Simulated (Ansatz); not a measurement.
W₅⁺ was relaxed with PBE0-D4 (def2-SVP) in Ansatz in these states: charge +1 doublet, charge +1 quartet. The geometries follow in no particular order.

In the def2 sets W takes a core potential; there is no spin–orbit coupling.

A:

```xyz
5

W    -0.4104    1.3917   -1.1489
W     1.3679    0.6034    0.3889
W     0.3348   -1.5947    0.8774
W    -0.5108   -0.9832   -1.2617
W    -0.7814    0.5828    1.1443
```

B:

```tsv
atom	x (Å)	y (Å)	z (Å)
W1	-1.339	-0.906	-0.880
W2	-0.054	-0.894	1.229
W3	1.130	1.227	0.778
W4	-0.859	1.326	-0.426
W5	1.121	-0.752	-0.701
```

Task: Judge from the bond lengths which geometry belongs to which state (an estimate).

Result: A is the charge +1 quartet (W2–W4 2.962 Å, W3–W4 2.380 Å, W1–W4 2.380 Å); B is the charge +1 doublet (W2–W4 2.884 Å, W3–W4 2.327 Å, W1–W4 2.327 Å).

At PBE0-D4/def2-TZVP a doublet lies 0.59 eV below the charge +1 quartet. These are the stationary points nearest to one start from a short search; other shapes may lie lower in each state.
